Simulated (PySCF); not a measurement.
Several species in one continuum solvent.

Computed with PySCF at CAM-B3LYP/def2-SVPD, non-relativistic, each on one gas-phase PBE0-D3(BJ)/def2-SVP geometry that isn't relaxed in the solvent. The solvent is an IEF-PCM continuum (cavity from Bondi-type radii × 1.2). The model holds no explicit solvent molecules, cavitation or dispersion.

Question: Order them by E(solvent) − E(gas) in chloroform (ε = 4.711), most negative first (kcal/mol).
A. `[CH2:1]=[CH:2][CH2:3][O:4][C:5](=[O:6])[CH2:7][CH3:8]` with C1–C2–C3–O4 0°, C2–C3–O4–C5 107°, C3–O4–C5–O6 3°, O4–C5–C7–C8 180° (allyl propionate)
B. `N#C[B-](C#N)(C#N)C#N`
C. `[CH3:1][CH2:2][C@H:3]1[CH2:4][CH2:5][CH:6]=[CH:7][S:8]1` with C1–C2–C3–C4 176°, C2–C3–C4–C5 -173°, C3–C4–C5–C6 -53°, C4–C5–C6–C7 17°, C6–C7–S8–C3 9°

Answer: B (-36.0), A (-4.1), C (-2.4).

```csv
SMILES,charge,ΔE (kcal/mol),polarisation term (kcal/mol),HOMO shift (eV),dipole gas (D),dipole solvent (D),atoms,"lowest singlet, gas (eV)","lowest singlet, solvent (eV)"
N#C[B-](C#N)(C#N)C#N,-1,-36.0,-36.2,-2.98,–,–,9,7.44,7.46
C=CCOC(=O)CC,0,-4.1,-4.5,+0.06,1.71,2.15,18,6.04,6.14
CC[C@H]1CCC=CS1,0,-2.4,-2.7,-0.05,1.72,2.34,20,5.25,5.28
```

The ion comes first with 36.0 kcal/mol, the neutral species gain 4.1 at most. The polarisation term is half the interaction of the solute with the induced surface charges. No dipole is given for ions, as it depends on the origin. Singlets are vertical TDDFT energies (frozen core, non-equilibrium response), the lowest in each medium.
